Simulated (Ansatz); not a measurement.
Total energies of CH$_{6}$ClInSi, SMILES `[CH3][In]([SiH3])[Cl]`.

Z-matrix (Å, degrees):
```
C
In 1 2.141
H 1 1.091 2 110.2
H 1 1.091 2 110.0 3 -119.4
H 1 1.089 2 109.0 3 120.4
Si 2 2.565 1 137.7 3 57.7
Cl 2 2.365 1 110.5 3 -122.4
H 6 1.489 2 109.9 1 -56.4
H 6 1.484 2 111.0 1 -177.2
H 6 1.489 2 109.7 1 62.1
```

Charge 0, multiplicity 1. Correlated methods include outer-core shells of In, which these sets cover unevenly. In: def2 effective core potential. The structure was optimised at the PBE0-D4/def2-TZVP level. Basis def2-TZVPP, the Gaussian-basis code of Ansatz.

RPA on PBE orbitals: Hartree–Fock energy of these orbitals -979.03887 Eh, correlation -1.28812 Eh (frozen core).

| functional | kind | energy without D4 (Eh) | D4 term (kJ/mol) |
| --- | --- | --- | --- |
| LDA (SPW92) | LDA | -978.25231 | – |
| PBE | GGA | -981.23141 | -20.2 |
| revPBE | GGA | -981.52705 | -49.5 |
| BLYP | GGA | -981.55129 | -42.0 |
| r2SCAN | meta-GGA | -981.62180 | -4.9 |
| PBE0 | global hybrid, 25 % exact exchange | -981.30827 | -17.5 |
| r2SCANh | meta-GGA hybrid, 10 % | -981.60400 | -5.4 |
| r2SCAN0 | meta-GGA hybrid, 25 % | -981.57863 | -6.1 |
| HSE06 (plane-wave form) | screened hybrid | -981.28960 | -16.7 |
| BHLYP | global hybrid, 50 % | -981.52800 | -30.3 |
| ωB97X-V | range-separated hybrid GGA with VV10 | -981.48880 | – |
| ωB97M-V | range-separated hybrid meta-GGA with VV10 | -981.50109 | – |
| B2PLYP | double hybrid | -981.12592 | – |
| PBE-QIDH | double hybrid | -980.93029 | – |

Give the same for B97M-V, B3LYP, CAM-B3LYP, LC-ωPBE. (Best estimate.)

The calculation gave: 
```json
{"functional": "B97M-V", "kind": "meta-GGA with VV10", "energy without D4 (Eh)": "-981.44425", "D4 term (kJ/mol)": "–"}
{"functional": "B3LYP", "kind": "global hybrid, 20 %", "energy without D4 (Eh)": "-981.74586", "D4 term (kJ/mol)": "-32.8"}
{"functional": "CAM-B3LYP", "kind": "range-separated hybrid", "energy without D4 (Eh)": "-981.60515", "D4 term (kJ/mol)": "-18.4"}
{"functional": "LC-ωPBE", "kind": "long-range corrected hybrid", "energy without D4 (Eh)": "-981.42446", "D4 term (kJ/mol)": "–"}
```

B3LYP takes the VWN-RPA correlation (the form of Gaussian; ORCA's B3LYP/G). HSE06 is the plane-wave form, built on full-range PBE exchange. The double hybrids freeze the cores in their second-order part.

LC-ωPBE has ω = 0.4 bohr⁻¹.
